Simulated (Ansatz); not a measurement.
Y, doublet (core potentials on Y).

Ansatz (an electronic-structure program) was given this input:
Ansatz 0.2 input:
```yaml
crystal:
  periodic: [false, false, false]
  atoms:
    - {symbol: Y, position_ang: [0.00000000, 0.00000000, 0.00000000]}
basis:
  gaussian:
    orbitals: def2-SVP
hamiltonian:
  xc: cam_b3lyp
magnetization: {spin_polarized: true, initial_magnetization: 1}
accuracy: high
```

Task: What does this run give for the <S^2>, total energy, number of basis functions?

Result: 
```
Property                        Result
-------------------------  -----------
<S^2>                            0.783
total energy               -38.1730 Eh
number of basis functions           31
```
